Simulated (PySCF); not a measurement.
C2H3ClN2Si, SMILES Cl[SiH]1N=CC=N1.

Geometry: PBE0-D3(BJ)/def2-SVP. This is a generated structure with no PubChem entry under its InChIKey; it may be hypothetical.

These are TDA-PBE/def2-SVPD (PySCF) values and carry that method's errors.

Vertical excitations. Gas-phase values at a fixed geometry. State labels are in the subgroup Cs.

| state | symmetry | energy (eV) | λ (nm) | f | main pairs |
|---|---|---|---|---|---|
| S1 | A' | 3.09 | 401 | 0.000 | HOMO→LUMO 100 % |
| S2 | A" | 3.18 | 390 | 0.000 | HOMO−1→LUMO 99 % |
| S3 | A' | 4.48 | 277 | 0.002 | HOMO−3→LUMO 99 % |
| S4 | A" | 4.51 | 275 | 0.000 | HOMO−2→LUMO 62 %, HOMO−4→LUMO 38 % |
| S5 | A" | 5.66 | 219 | 0.034 | HOMO−4→LUMO 56 %, HOMO−2→LUMO 32 % |
| S6 | A" | 6.01 | 206 | 0.002 | HOMO→LUMO+1 98 % |
| S7 | A' | 6.06 | 205 | 0.076 | HOMO−5→LUMO 82 % |
| S8 | A' | 6.17 | 201 | 0.007 | HOMO−1→LUMO+1 94 % |
| S9 | A' | 6.31 | 196 | 0.031 | HOMO→LUMO+2 90 % |
| S10 | A" | 6.43 | 193 | 0.003 | HOMO−1→LUMO+2 98 % |
| T1 | A' | 2.56 | 484 | 0 | HOMO→LUMO 100 % |
| T2 | A" | 2.70 | 460 | 0 | HOMO−1→LUMO 100 % |
| T3 | A" | 3.64 | 341 | 0 | HOMO−2→LUMO 84 %, HOMO−4→LUMO 15 % |
| T4 | A' | 4.33 | 286 | 0 | HOMO−3→LUMO 100 % |
Triplets are in the Tamm–Dancoff approximation.
